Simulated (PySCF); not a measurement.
BrPb (SMILES [Br][Pb+]), charge +1, singlet, at a GFN2-xTB geometry (such geometries of metal compounds can be far from the true shape) (core potentials on Pb); HF/def2-SV(P) in PySCF.

Input for PySCF:
```python
from pyscf import gto, scf

mol = gto.M(
    atom='''
Pb   -0.00000000   -0.00000000   -0.73931040
Br    0.00000000    0.00000000    1.73209864
''',
    basis='def2-sv(p)',
    ecp={'Pb': 'def2-sv(p)'},
    charge=1,
    verbose=4,
)

mf = scf.RHF(mol)
mf.kernel()
```

Task: Predict the main parts of the log of this PySCF run.

Result: 
```
PySCF version 2.14.0

[INPUT] verbose = 4
[INPUT] num. atoms = 2
[INPUT] num. electrons = 56
[INPUT] charge = 1
[INPUT] spin (= nelec alpha-beta = 2S) = 0
[INPUT] symmetry False subgroup None
[INPUT] Mole.unit = angstrom
[INPUT] Symbol           X                Y                Z      unit          X                Y                Z       unit  Magmom
[INPUT]  1 Pb     0.000000000000   0.000000000000  -0.739310400000 AA    0.000000000000   0.000000000000  -1.397094177043 Bohr   0.0
[INPUT]  2 Br     0.000000000000   0.000000000000   1.732098640000 AA    0.000000000000   0.000000000000   3.273192050332 Bohr   0.0

nuclear repulsion = 164.872121859844
number of shells = 22
number of NR pGTOs = 135
number of NR cGTOs = 58
basis = def2-sv(p)
ecp = {'Pb': 'def2-sv(p)'}

******** <class 'pyscf.scf.hf.RHF'> ********
method = RHF
initial guess = minao
damping factor = 0
level_shift factor = 0
DIIS = <class 'pyscf.scf.diis.CDIIS'>
diis_start_cycle = 1
diis_space = 8
diis_damp = 0
SCF conv_tol = 1e-09
SCF conv_tol_grad = None
SCF max_cycles = 50
direct_scf = True
direct_scf_tol = 1e-13
Set gradient conv threshold to 3.16228e-05
Initial guess from minao.
init E= -2738.57107565117
  HOMO = -0.737034428074844  LUMO = -0.563803902083555  gap/eV = 4.71384
cycle= 1 E= -2763.36912150014  delta_E= -24.8  |g|= 1.22  |ddm|= 12.8
  HOMO = -0.546071974698116  LUMO = -0.130819797850292  gap/eV = 11.29959
cycle= 2 E= -2763.66997212988  delta_E= -0.301  |g|= 0.566  |ddm|= 2.91
  HOMO = -0.58205962753328  LUMO = -0.217678985301963  gap/eV = 9.91530
cycle= 3 E= -2763.74844841356  delta_E= -0.0785  |g|= 0.114  |ddm|= 0.901
  HOMO = -0.608565989247057  LUMO = -0.21866388905868  gap/eV = 10.60978
cycle= 4 E= -2763.75055815105  delta_E= -0.00211  |g|= 0.0283  |ddm|= 0.106
  HOMO = -0.609573524208186  LUMO = -0.217112993305759  gap/eV = 10.67940
cycle= 5 E= -2763.75084012593  delta_E= -0.000282  |g|= 0.00804  |ddm|= 0.0442
  HOMO = -0.609672670974615  LUMO = -0.217283417787295  gap/eV = 10.67746
cycle= 6 E= -2763.75093608238  delta_E= -9.6e-05  |g|= 0.00251  |ddm|= 0.0349
  HOMO = -0.609230119626607  LUMO = -0.217075773817438  gap/eV = 10.67106
cycle= 7 E= -2763.75094606641  delta_E= -9.98e-06  |g|= 0.000882  |ddm|= 0.0106
  HOMO = -0.609076792267445  LUMO = -0.217080975317313  gap/eV = 10.66675
cycle= 8 E= -2763.75094717221  delta_E= -1.11e-06  |g|= 8.69e-05  |ddm|= 0.00441
  HOMO = -0.609055193741319  LUMO = -0.217078533781578  gap/eV = 10.66623
cycle= 9 E= -2763.75094717688  delta_E= -4.67e-09  |g|= 1.49e-05  |ddm|= 0.000281
  HOMO = -0.6090584727286  LUMO = -0.217079720772933  gap/eV = 10.66629
cycle= 10 E= -2763.75094717698  delta_E= -9.91e-11  |g|= 2.83e-06  |ddm|= 4.03e-05
  HOMO = -0.609057723298985  LUMO = -0.217079889325675  gap/eV = 10.66626
Extra cycle  E= -2763.75094717699  delta_E= -6.37e-12  |g|= 1.31e-06  |ddm|= 6.64e-06
converged SCF energy = -2763.75094717699
```
